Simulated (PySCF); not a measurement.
Species: ZnMe(OMe), C₂H₆OZn (singlet state).
Geometry (PBE0-D3(BJ)/def2-SVP, Å), atoms numbered from 1 in this order:
```xyz
10
C2H6OZn angstrom
Zn     0.329   -0.116    0.526
C      0.076   -0.831    2.296
H     -0.931   -1.262    2.408
H      0.194   -0.044    3.058
H      0.810   -1.624    2.509
O      0.711    0.597   -1.056
C     -0.092    0.758   -2.170
H     -0.991    1.385   -1.988
H     -0.458   -0.200   -2.600
H      0.476    1.260   -2.977
```

The calculation used delta-SCF UKS SCAN, pcX-2 on the ionised atom (unc-x2c-TZVPall on a metal), pcseg-1 elsewhere, spin-free X2C in PySCF 2.14.0. Each binding energy is the total energy of the core-ionised species, with the hole localised on one atom, minus that of the ground state; both are solved self-consistently, so orbital relaxation is included.

One binding energy is withheld.

```csv
atom(s),bonded to,level,binding energy (eV)
C2,3 H and Zn,C 1s,290.09
C7,O and 3 H,C 1s,?
O6,C and Zn,O 1s,536.64
```

Q: What is the C 1s binding energy of C7?

A: 291.68 eV (carbon bonded to O and 3 H). The other listed C 1s value is that of C2; the shift against it is +1.59 eV.

The listed C 1s values span 1.59 eV, from C2 (bonded to 3 H and Zn) to C7 (bonded to O and 3 H).

Q: Which photon wavelength matches the C 1s of C2 threshold?

A: λ = hc/E = 12398.42 eV Å / 290.09 eV = 42.740 Å.

Not every level is listed. No level of zinc is listed. Isolated species at its PBE0-D3(BJ)/def2-SVP geometry, gas phase. Metal 2p energies of this one-determinant scheme are less reliable than its 1s energies.

On one thread, Arm Neoverse V1 (aarch64), shared host with 32 logical CPUs at a one-minute load of 16, this took 24 s of wall time and 0.49 GiB of memory at its peak.
